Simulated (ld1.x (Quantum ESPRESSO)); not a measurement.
## copper (Cu): one change to an ultrasoft potential, before and after

```json
{
  "Element": "Cu",
  "Generator": "ld1.x (Quantum ESPRESSO) 7.5",
  "Type": "ultrasoft",
  "Functional": "Wu–Cohen",
  "Relativity": "fully relativistic",
  "Frozen core": "[Ar]",
  "Valence charge": "11",
  "Reference configuration": "3d10 4s0.5 4p0.5",
  "Partial waves": "4s (bound): rcut 1.90, rcutus 2.30 bohr; 4s channel at 4.25 Ry: rcut 1.90, rcutus 2.30 bohr; 4p (bound): rcut 2.00, rcutus 2.60 bohr; 4p channel at 0.55 Ry: rcut 2.00, rcutus 2.60 bohr; 3d (bound): rcut 1.10, rcutus 1.35 bohr; 3d channel at 0.7 Ry: rcut 1.10, rcutus 1.35 bohr",
  "Local potential": "all-electron potential smoothed inside 1.80 bohr (lloc = -2)",
  "Core correction": "none",
  "Augmentation charge": "PSQ, inside the norm-conserving radii"
}
```

Open shells are filled in proportion to 2j + 1 (rel_dist='average').

Change: all radii scaled by about 1.40 (s 3.22, p 3.64, d 1.90 bohr, rcut 2.66/2.80/1.54); local potential all-electron potential smoothed inside 2.52 bohr (lloc = -2).

Cutoffs: the cutoffs (Ry, on a coarse ladder) from which the occupation-weighted sum of valence levels, in a spherical-Bessel basis at the reference potential, stays within 10 and 1 mRy of its value at 400 Ry; they do not see the model core or the augmentation charge, which bear on the density cutoff. Errors are all-electron minus pseudo energies relative to the spin-unpolarised reference configuration.

**Question.** What does the change do?

**Answer.** The potential gets softer (60 Ry and 100 Ry → 30 Ry and 50 Ry); the number of tests that count goes from 7 to 2 (the test run of the changed file stopped, so its transferability is not established); neither file shows a bound ghost at the reference potential, the only one tested. A larger radius leaves more room for a smooth pseudo-wave, so fewer plane waves are needed.

| quantity | base | changed |
| --- | --- | --- |
| cutoff, loose | 60 Ry | 30 Ry |
| cutoff, tight | 100 Ry | 50 Ry |
| loose cutoff by channel (10 mRy a level) | s 6 Ry, p 6 Ry, d 50 Ry | s 6 Ry, p 6 Ry, d 21 Ry |
| bound ghosts | none | none |
| tests counted (converged, no solver errors) | 7 of 7 | 2 of 7 (the test run stopped) |
| error for 3d10 4s1 4p0, meV [ΔE -2.05 eV] | -1.1 | -1.5 |
| error for 3d10 4s0 4p0, meV [ΔE 6.04 eV] | -3.8 | -6.9 |
| lowest overlap eigenvalue by channel | s 0.70, p1/2 0.70, p3/2 0.69, d3/2 1.00, d5/2 1.00 | s 0.14, p1/2 0.85, p3/2 0.84, d3/2 0.15, d5/2 0.16 |

Changed file: Tests not counted: 3d9 4s0 4p0 (solver errors, printed error -1035 eV).
